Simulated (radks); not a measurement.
Zn4+, 26 electrons, occupied as [Ar] 3d8. All-electron calculation, scalar-relativistic Kohn-Sham, PBE, spin-polarised, spherical densities, point nucleus; open shells are filled with parallel spins first. Program: a radial shooting solver on a logarithmic mesh with Libxc functionals. Some entries of the table are withheld. Estimate them.

orbital,occ.,eigenvalue (hartree),<1/r> (bohr^-1)
1s down,1,-352.5418,30.23
1s up,1,-352.5417,30.23
2s up,1,-45.09727,6.584
2s down,1,-45.04369,6.589
2p up,3,(1),6.459
2p down,3,(2),6.464
3s up,1,-7.20254,(3)
3s down,1,-7.10460,(4)
3p up,3,-5.50126,(5)
3p down,3,-5.40490,(6)
3d up,5,-2.73850,1.671
3d down,3,-2.64424,1.657

Answer. 
(1) 2p up eigenvalue (hartree): -39.41771
(2) 2p down eigenvalue (hartree): -39.37758
(3) 3s up <1/r> (bohr^-1): 2.118
(4) 3s down <1/r> (bohr^-1): 2.113
(5) 3p up <1/r> (bohr^-1): 1.976
(6) 3p down <1/r> (bohr^-1): 1.969
